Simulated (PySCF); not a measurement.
**CsTl⁺: from constants to spectrum**

UHF-CCSD(T) constants of CsTl⁺, ²Σ⁺ (doublet), unpaired electrons σ ↑ (Cs def2-SVP with ECP46, Tl def2-SVP with ECP60; scalar-relativistic core potentials (PySCF 2.14); masses 132.9054 and 204.9744 u):

- ωe: 34.3 cm⁻¹
- ωexe: 0.114 cm⁻¹
- Be: 0.010238 cm⁻¹
- αe: 4.62e-05 cm⁻¹

Task: What force constant and bond length do these constants imply?

Result: Reduced mass μred = 80.627 u; k = 5.8918×10⁻⁷·μred·ωe² (u, cm⁻¹, mdyn/Å) = 0.0559 mdyn/Å; Re = √(16.8576/(μred·Be)) (u, cm⁻¹, Å) = 4.519 Å.

Task: Estimate the centrifugal constant D from the Kratzer relation and find the Dunham coefficient a1.

Result: D = 4Be³/ωe² = 3.65e-09 cm⁻¹; a1 = −1 − αeωe/(6Be²) = -3.52.

Correlated steps freeze 4 core orbitals. These are scalar-relativistic numbers at best; spin–orbit coupling would shift them, the dissociation energy most. The state was picked by a PBE0 search and need not be the measured ground state.
